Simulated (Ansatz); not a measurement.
**Ligand exchange: C4H10 + Nb(OH)3O → C3H8O + Nb(CH3)(OH)2O**

Species: C4H10 (butane) `CCCC`, singlet; Nb(OH)3O, singlet; C3H8O (1-propanol) `CCCO`, singlet; Nb(CH3)(OH)2O, singlet. The partners trade CH3 for OH: C–CH3 and Nb–OH bonds give way to C–OH and Nb–CH3.

Shapes, held fixed at every level: PBE0-D4/def2-TZVP. Flexible molecules stand in one conformer, not always the lowest. Programs: Ansatz 0.2.0. The zero-point and thermal change to 298 K, harmonic and unscaled (PBE0-D4/def2-TZVP), is -2.3 kJ/mol.

```csv
level,kind,ΔH(298 K) (kJ/mol),less CCSD(T)/def2-TZVPP
HF/def2-SVP,Hartree–Fock,+184.7,+5.9
HF/def2-TZVPP,Hartree–Fock,+183.0,+4.2
r2SCAN-D4/def2-TZVPP,meta-GGA,+182.8,+4.0
B3LYP-D4/def2-TZVPP,global hybrid,+180.7,+1.9
CCSD(T)/def2-SVP,coupled cluster or CI,+187.6,+8.8
CCSD/def2-TZVPP,coupled cluster or CI,+178.9,+0.1
CCSD(T)/def2-TZVPP,coupled cluster or CI,+178.8,0.0
```

The highest level, CCSD(T)/def2-TZVPP, gives ΔH(298 K) = +178.8 kJ/mol; the levels span +178.8 to +187.6. The column of differences is taken from that level and isn't an error. No measured value is set beside it here. For atoms past krypton def2 sets carry core potentials with scalar relativity. Correlated rows may include outer-core shells of Nb, which these sets cover unevenly.
